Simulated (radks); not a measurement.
The numbers below are computed, except where a source is named.
Q: Isoelectronic series with 12 electrons, each ion in its NIST ground configuration. Code: a radial shooting solver on a logarithmic mesh with Libxc functionals. Model: Dirac Kohn-Sham, LDA (Slater exchange, Perdew-Wang correlation), spin-unpolarised, spherical densities, point nucleus. Total energies (hartree) and orbital eigenvalues (hartree):

ion,configuration,E (hartree),3s1/2,2p3/2
Mg,[Ne] 3s2,-199.45637,-0.17573,-1.71341
Ti10+,[Ne] 3s2,-813.88268,-9.33025,-24.93518
Co15+,[Ne] 3s2,-1283.74354,-18.23627,-46.02788
Ge20+,[Ne] 3s2,-1864.23552,-30.03837,-73.40577
Rb25+,[Ne] 3s2,-2557.65790,-44.79032,-107.0844
Mo30+,[Ne] 3s2,-3366.85133,-62.56379,-147.0892
Ag35+,[Ne] 3s2,-4295.26240,-83.44841,-193.4529
Te40+,[Ne] 3s2,-5347.03160,-107.5534,-246.2152
La45+,[Ne] 3s2,-6527.1087,-135.0105,-305.4222
Sm50+,[Ne] 3s2,-7841.4035,-165.9775,-371.1266
Ho55+,[Ne] 3s2,-9296.9848,-200.6436,-443.3876
Hf60+,[Ne] 3s2,-10902.3453,-239.2364,-522.2707

Estimate the row of Cl5+ ([Ne] 3s2).

A: E (hartree) -452.85887; 3s1/2 -3.29060; 2p3/2 -10.13056.
